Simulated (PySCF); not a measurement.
**Levels of Tc²⁴⁺ from EOM-EA-GCCSD**

Reference: closed-shell Tc²⁵⁺, [Ar]; one electron is added. Calculated with PySCF 2.14, two-component X2C-1e with screened spin-orbit coupling, an uncontracted even-tempered set (19 s from 1.2 bohr⁻², ratio 2.6; 14 p from 1.5 bohr⁻², ratio 2.6; 6 d from 1.5 bohr⁻², ratio 2.8; 3 f from 30 bohr⁻², ratio 2.8); frozen [Ne]; the 64 highest virtual spinors dropped; of the others 50 kept and the rest restored at second order. No Breit or QED terms. Binding energies in eV.

| level | Koopmans |
| --- | --- |
| 3d3/2 | 1164.3 |
| 3d5/2 | 1159.2 |

**Question.** How does correlation move these levels?

**Answer.** 3d3/2: second order 1165.7, EOM-CCSD 1165.5; 3d5/2: second order 1160.5, EOM-CCSD 1160.2.

For comparison, the ionisation energy of Tc²⁴⁺ is 1166 ± 4 eV (theoretical estimate listed by NIST; NIST Atomic Spectra Database, ionization energies).

Only part of the computed levels is shown.
